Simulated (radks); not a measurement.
Spherical jellium clusters: N electrons in a uniform positive sphere of charge N and radius rs N^(1/3), rs = 5.36 bohr. Calculated with a radial shooting solver with Libxc functionals: non-relativistic Kohn-Sham, LDA (Slater exchange, Perdew-Wang correlation), spin-polarised, spherical densities. Levels are named by radial order and angular momentum (1s, 1p, 1d, 2s, ...), and open shells are averaged over m. At N = 38 the configuration is 1s2 1p6 1d10 2s2 1f14 2p(up 3, down 1). The background grows by one charge. Does electron 39 go into 1g down or 1g up or 2p down?

Answer. Into 1g up. The total energies of the other choices lie higher by 0.00626 eV (2p down), 0.0200 eV (1g down). A rearrangement to 1s2 1p6 1d10 2s2 1f14 2p(up 3, down 0) 1g(up 2, down 0) is lower still, by 0.00217 eV.
